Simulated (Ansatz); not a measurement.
`B[SiH](F)OC` → `B[SiH2]F` + `C=O` at 400 K and 1 bar (β-hydride elimination).

Program: Ansatz. Geometries: PBE0-D4/def2-TZVP. ΔE: electronic, gas phase. CCSD(T)/CBS is the MP2 limit (def2-TZVPP, def2-QZVPP) plus CCSD(T) − MP2 in def2-TZVPP, frozen cores. This one scheme is used for every species. Each species was taken in one conformer, which may not be the lowest.

```csv
species,CCSD(T)/CBS energy (Eh),H − E (kJ/mol),S (J/(mol·K))
`B[SiH](F)OC`,-530.56175,231.0,400.9
`B[SiH2]F`,-416.08532,126.8,313.4
`C=O`,-114.39408,83.9,229.4
```

H − E and S are ideal-gas, rigid-rotor, harmonic terms from PBE0-D4/def2-TZVP, for one conformer and one mirror image of each species. 1 Eh = 2625.50 kJ/mol, R = 8.31446 J/(mol·K).

**Question.** By hand: ΔE, ΔH, ΔS and ΔG.

**Answer.** ΔE = (-416.08532) + (-114.39408) − (-530.56175) = 0.08235 Eh = 216.2 kJ/mol. Δ(H − E) = 126.8 + 83.9 − 231.0 = -20.3, so ΔH = 195.9 kJ/mol. ΔS = 313.4 + 229.4 − 400.9 = 141.9 J/(mol·K). ΔG = 195.9 − 400 × (141.9)/1000 = 139.1 kJ/mol.

**Question.** By hand: the equilibrium constant, and the temperature at which ΔG would vanish if ΔH and ΔS stayed fixed.

**Answer.** log₁₀ K = −ΔG/(RT ln 10) = -18.2. ΔG = 0 at ΔH/ΔS = 1381 K.

The number of gas molecules changes by +1, which sets the sign of ΔS. A doubt of 5 kJ/mol in ΔE shifts log₁₀ K by 0.7 here. Other conformers and mirror images would add mixing entropy, several J/(mol·K) or more a flexible species. These are equilibria of isolated gas molecules and say nothing of rates. Largest T1 diagnostic: 0.015 (customary marks: 0.02 for closed shells, 0.045 for open ones).
